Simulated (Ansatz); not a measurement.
`F[SiH](Cl)[SiH2][SiH3]` + `CO[CH2][AlH][CH3]` → `CO[CH2][AlH][SiH3]` + `C[SiH2][SiH](F)Cl`  (redistribution)

Computed with Ansatz on PBE0-D4/def2-TZVP structures; ΔE is electronic, products minus reactants. CCSD(T)/CBS adds triple-zeta CCSD(T) − MP2 to the extrapolated MP2 energy (def2 sets, frozen cores). Each species was taken in one conformer, which may not be the lowest.

| species | SCS-MP2/def2-TZVPP energy (Eh) |
| --- | --- |
| `F[SiH](Cl)[SiH2][SiH3]` | -1430.25375 |
| `CO[CH2][AlH][CH3]` | -436.53224 |
| `CO[CH2][AlH][SiH3]` | -687.53153 |
| `C[SiH2][SiH](F)Cl` | -1179.25351 |

Task: Work out ΔE.

Result: ΔE = (-687.53153) + (-1179.25351) − (-1430.25375) − (-436.53224) = 0.00095 Eh = +0.6 kcal/mol. CCSD(T)/CBS gives +0.7 kcal/mol.

Largest T1 diagnostic among the species: 0.012.
